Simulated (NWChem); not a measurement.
System: C2H6FLa; SMILES [CH3][La]([CH3])[F]

NWChem printed, in part:

```
             Northwest Computational Chemistry Package (NWChem) 7.3.0
             --------------------------------------------------------

 C1  symmetry detected

                             Geometry "geometry" -> ""
                             -------------------------

 Output coordinates in angstroms (scale by  1.889725989 to convert to a.u.)

  No.       Tag          Charge          X              Y              Z
 ---- ---------------- ---------- -------------- -------------- --------------
    1 La                  57.0000     0.07913603    -0.00030752    -0.27401079
    2 F                    9.0000     2.03017485    -0.00974982     0.58710826
    3 C                    6.0000    -1.19829587    -1.99093789     0.53219161
    4 H                    1.0000    -1.71552945    -2.49700896    -0.30947699
    5 H                    1.0000    -1.98933627    -1.69488144     1.24854961
    6 H                    1.0000    -0.58408292    -2.76118627     1.03408399
    7 C                    6.0000    -1.17977532     2.00197958     0.53235613
    8 H                    1.0000    -1.97579223     1.71189893     1.24568893
    9 H                    1.0000    -1.68955131     2.51524125    -0.30951258
   10 H                    1.0000    -0.55960790     2.76496350     1.03802142

 Effective nuclear repulsion energy (a.u.)     381.5843085692

                                 NWChem DFT Module
                                 -----------------

 Summary of "ao basis" -> "ao basis" (spherical)
 ------------------------------------------------------------------------------
       Tag                 Description            Shells   Functions and Types
 ---------------- ------------------------------  ------  ---------------------
 La                         def2-svp                12       32   6s3p2d1f
 F                          def2-svp                 6       14   3s2p1d
 C                          def2-svp                 6       14   3s2p1d
 H                          def2-svp                 3        5   2s1p

            General Information
            -------------------
          SCF calculation type: DFT
          Wavefunction type:  closed shell.
          No. of atoms     :    10
          No. of electrons :    38
           Alpha electrons :    19
            Beta electrons :    19
          Charge           :     0
          Spin multiplicity:     1
          Use of symmetry is: off; symmetry adaption is: off
          Maximum number of iterations: 150
          AO basis - number of functions:   104
                     number of shells:    48
          Convergence on energy requested:  1.00D-06
          Convergence on density requested:  1.00D-05
          Convergence on gradient requested:  5.00D-04

              XC Information
              --------------
                       M06-2X Method XC Functional
                     Hartree-Fock (Exact) Exchange  0.540
                        M06-2X Exchange Functional  1.000
                      M06-2X Correlation Potential  1.000

             Grid Information
             ----------------
          Grid used for XC integration:  coarse
          Radial quadrature: Mura-Knowles
          Angular quadrature: Lebedev.
          Tag              B.-S. Rad. Rad. Pts. Rad. Cut. Ang. Pts.
          ---              ---------- --------- --------- ---------
          La                  1.95      104          10.0       302
          F                   0.50       35          11.0       302
          C                   0.70       35          12.0       302
          H                   0.35       35          13.0       302
          Grid pruning is: on
          Number of quadrature shells:   419
          Spatial weights used:  Erf1

      Superposition of Atomic Density Guess
      -------------------------------------

 Sum of atomic energies:        -213.08065616

      Non-variational initial energy
      ------------------------------

 Total energy =    -209.577037
 1-e energy   =    -521.005159
 2-e energy   =     196.692675
 HOMO         =      -0.295325
 LUMO         =      -0.089143

     ---------------------------------------------
      Total Density - Mulliken Population Analysis
     ---------------------------------------------

    Atom       Charge   Shell Charges
 -----------   ------   -------------------------------------------------------
    1 La  11     9.10   0.11 -0.53  1.63  0.81  0.27  0.04  5.31  0.73  0.04  0.55  0.05  0.08
    2 F    9     9.77   1.99  1.17  0.80  3.62  2.18  0.00
    3 C    6     6.99   1.99  0.99  0.36  2.21  1.42  0.01
    4 H    1     0.86   0.65  0.18  0.03
    5 H    1     0.86   0.65  0.18  0.03
    6 H    1     0.86   0.65  0.18  0.03
    7 C    6     6.99   1.99  0.99  0.36  2.21  1.42  0.01
    8 H    1     0.86   0.65  0.18  0.03
    9 H    1     0.86   0.65  0.18  0.03
   10 H    1     0.86   0.65  0.18  0.03

   convergence    iter        energy       DeltaE   RMS-Dens  Diis-err
 ---------------- ----- ----------------- --------- --------- ---------
 d= 0,ls=0.0,diis     1   -210.8426649366 -3.26D+02  1.68D-02  1.02D+00
 d= 0,ls=0.0,diis     2   -210.7457960386  9.69D-02  8.48D-03  2.42D+00
 d= 0,ls=0.0,diis     3   -210.9836925643 -2.38D-01  1.61D-03  1.96D-02
 d= 0,ls=0.0,diis     4   -210.9857322417 -2.04D-03  6.43D-04  6.84D-03
 d= 0,ls=0.0,diis     5   -210.9853002026  4.32D-04  3.78D-04  2.59D-04
  Resetting Diis
 d= 0,ls=0.0,diis     6   -210.9854640392 -1.64D-04  3.66D-04  5.61D-05
 d= 0,ls=0.0,diis     7   -210.9855148512 -5.08D-05  4.95D-05  3.45D-06
 d= 0,ls=0.0,diis     8   -210.9855158601 -1.01D-06  1.29D-05  1.85D-06
 d= 0,ls=0.0,diis     9   -210.9855162702 -4.10D-07  7.96D-06  3.36D-07

         Total DFT energy =     -210.985516270197
      One electron energy =     -527.315233434043
           Coulomb energy =      229.282103765851
    Exchange-Corr. energy =      -27.687834146871
 Nuclear repulsion energy =      114.735447544866

 Numeric. integr. density =       37.999969382042

                       DFT Final Molecular Orbital Analysis
                       ------------------------------------

 Vector   17  Occ=2.000000D+00  E=-4.137576D-01
              MO Center= -1.3D+00,  1.9D-02,  8.0D-01, r^2= 5.6D+00
   Bfn.  Coefficient  Atom+Function         Bfn.  Coefficient  Atom+Function
  ----- ------------  ---------------      ----- ------------  ---------------
    66      0.241549   5 H  s                90     -0.242393   8 H  s
    79      0.212089   7 C  px               50     -0.207632   3 C  px
    51      0.189868   3 C  py               80      0.189070   7 C  py
   100      0.189318  10 H  s                71     -0.186789   6 H  s
    82      0.108487   7 C  px               91     -0.107383   8 H  s

 Vector   18  Occ=2.000000D+00  E=-2.685431D-01
              MO Center= -8.6D-01,  1.0D-02,  3.3D-01, r^2= 4.6D+00
   Bfn.  Coefficient  Atom+Function         Bfn.  Coefficient  Atom+Function
  ----- ------------  ---------------      ----- ------------  ---------------
     3      0.351777   1 La s                 5     -0.333722   1 La s
     2     -0.274052   1 La s                80      0.261802   7 C  py
    51     -0.259399   3 C  py               83      0.205747   7 C  py
    54     -0.203932   3 C  py               50     -0.173820   3 C  px
    79     -0.172344   7 C  px               49     -0.169395   3 C  s

 Vector   19  Occ=2.000000D+00  E=-2.672146D-01
              MO Center= -8.3D-01, -2.0D-03,  3.2D-01, r^2= 4.3D+00
   Bfn.  Coefficient  Atom+Function         Bfn.  Coefficient  Atom+Function
  ----- ------------  ---------------      ----- ------------  ---------------
    16      0.298863   1 La d -2              8     -0.249264   1 La py
    17     -0.248042   1 La d -1             51      0.248330   3 C  py
    80      0.248802   7 C  py               54      0.197152   3 C  py
    83      0.197547   7 C  py               49      0.189443   3 C  s
    78     -0.188794   7 C  s                50      0.181637   3 C  px

 Vector   20  Occ=0.000000D+00  E=-5.380576D-02
              MO Center=  6.7D-02, -2.9D-04, -2.1D+00, r^2= 6.7D+00
   Bfn.  Coefficient  Atom+Function         Bfn.  Coefficient  Atom+Function
  ----- ------------  ---------------      ----- ------------  ---------------
     6      0.817219   1 La s                15     -0.499434   1 La pz
    18      0.317708   1 La d  0              3     -0.241229   1 La s
    23      0.229144   1 La d  0              2      0.179124   1 La s
     9     -0.170729   1 La pz                1     -0.078586   1 La s
     4     -0.073253   1 La s                48     -0.053982   3 C  s

[...]

                         DFT ENERGY GRADIENTS

    atom               coordinates                        gradient
                 x          y          z           x          y          z
   1 La      0.149545  -0.000581  -0.517805   -0.000879   0.000005   0.000802
   2 F       3.836474  -0.018424   1.109474    0.000303  -0.000004   0.000122
   3 C      -2.264451  -3.762327   1.005696    0.001425   0.001404  -0.001003
   4 H      -3.241881  -4.718663  -0.584827   -0.000893  -0.000899  -0.001417
   5 H      -3.759300  -3.202862   2.359417   -0.001274   0.000550   0.001116
   6 H      -1.103757  -5.217885   1.954135    0.001027  -0.001426   0.000844
   7 C      -2.229452   3.783193   1.006007    0.001423  -0.001429  -0.001022
   8 H      -3.733706   3.235020   2.354011   -0.001285  -0.000544   0.001119
   9 H      -3.192789   4.753117  -0.584894   -0.000880   0.000919  -0.001417
  10 H      -1.057506   5.225023   1.961576    0.001035   0.001424   0.000857
```

Level: M06-2X/def2-SVP with def2 effective core potentials on La. Geometry: optimised at PBE0/def2-SVP. Not confirmed as a minimum by frequencies. def2 effective core potentials on La; no spin-orbit coupling.

Write an input that gives this output.

This is not unique; one that fits is the input that was run:
```
start job
memory heap 200 mb stack 900 mb global 1100 mb
geometry units angstroms noautoz
  La     0.864612     0.006607    -0.703292
  F      2.719223    -0.021189     0.349235
  C     -0.488449    -1.994131    -0.062451
  H     -0.918747    -2.485240    -0.960059
  H     -1.347320    -1.708091     0.575581
  H      0.071798    -2.773826     0.485851
  C     -0.467888     1.998200     0.005397
  H     -1.331722     1.698243     0.630257
  H     -0.890197     2.526272    -0.874857
  H      0.098730     2.751454     0.583326
end
basis spherical
  * library def2-svp
end
ecp
  La library def2-ecp
end
dft
  xc m06-2x
  grid coarse
  iterations 150
  mulliken
end
task dft gradient
```
